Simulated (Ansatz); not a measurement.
A nudged elastic band was laid between two geometries of C$_{2}$H$_{6}$AlBrS (11 atoms, charge 0, multiplicity 1).

The calculation used RKS BHLYP-D4/def2-SVP (Ansatz).

- movable images: 9
- climbing image: yes
- spring: 5.0 eV/Å²
- optimiser: quadratic models (default)
- start path: through a guess of the saddle point
- force threshold: 0.03 eV/Å
- iteration limit: 44
- end points: relaxed

Image 0:

```xyz
11
Properties=species:S:1:pos:R:3
C -1.536 1.698 0.985
S -1.430 0.401 -0.299
Al 0.575 -0.395 -0.122
C 1.212 -1.823 -1.258
Br 1.917 0.519 1.456
H -1.462 1.267 1.983
H -0.756 2.448 0.857
H -2.510 2.172 0.871
H 1.509 -2.691 -0.659
H 2.096 -1.505 -1.821
H 0.450 -2.148 -1.973
```

Image 10:

```xyz
11
Properties=species:S:1:pos:R:3
C -1.484 1.781 0.915
S -1.286 0.629 -0.490
Al 0.537 -0.459 -0.068
C 1.208 -1.829 -1.256
Br 1.649 0.087 1.827
H -0.596 2.396 1.054
H -2.331 2.424 0.674
H -1.697 1.240 1.837
H 1.309 -2.783 -0.728
H 2.204 -1.563 -1.627
H 0.553 -1.982 -2.118
```

(1) What changes between the two ends?

(2) What energy profile does the band end with?

(3) What is the geometry of the highest image?

The band took 17 iterations and about 40 core-minutes.

Answers

(1) No bond is made or broken. The dihedral H6–C1–S2–Al3 goes from -65 to 54°. The two ends are copies of one structure, up to a mirror image or an exchange of like atoms.

(2) The run converged. The highest image is number 5 of 0 to 10, 0.012 eV above the ends, which have the same energy within 2 meV. A vibrational analysis at the climbing image gives 2 clearly imaginary modes (58i, 41i cm⁻¹): a point of higher order, so a lower path passes nearby.

| image | path coordinate (Å) | energy (eV) | dihedral H6–C1–S2–Al3 (°) |
| --- | --- | --- | --- |
| 0 | 0.00 | 0.000 | -65 |
| 1 | 0.58 | 0.000 | -46 |
| 2 | 1.17 | 0.003 | -33 |
| 3 | 1.75 | 0.008 | -42 |
| 4 | 2.34 | 0.011 | -25 |
| 5 | 2.92 | 0.012 | -3 |
| 6 | 3.50 | 0.008 | -17 |
| 7 | 4.08 | 0.003 | -7 |
| 8 | 4.66 | 0.001 | 13 |
| 9 | 5.24 | 0.001 | 34 |
| 10 | 5.82 | 0.000 | 54 |

(3) 
```xyz
11
Properties=species:S:1:pos:R:3:forces:R:3
C -1.493 1.735 1.022 0.00 0.00 0.00
S -1.354 0.508 -0.328 0.02 0.01 0.02
Al 0.590 -0.415 -0.109 0.02 -0.02 -0.01
C 1.169 -1.810 -1.320 0.03 -0.01 0.02
Br 1.923 0.275 1.590 -0.01 0.00 -0.01
H -0.625 1.724 1.680 0.01 -0.02 -0.01
H -1.595 2.725 0.579 -0.02 0.01 0.01
H -2.386 1.504 1.603 -0.01 0.01 -0.01
H 0.613 -2.735 -1.127 0.00 0.01 -0.01
H 2.233 -2.032 -1.203 -0.01 0.01 0.01
H 0.991 -1.535 -2.365 -0.03 0.00 0.00
```

Run time: 20 min on 2 threads of Arm Neoverse N1, with other jobs on the host, peak memory 0.37 GiB.
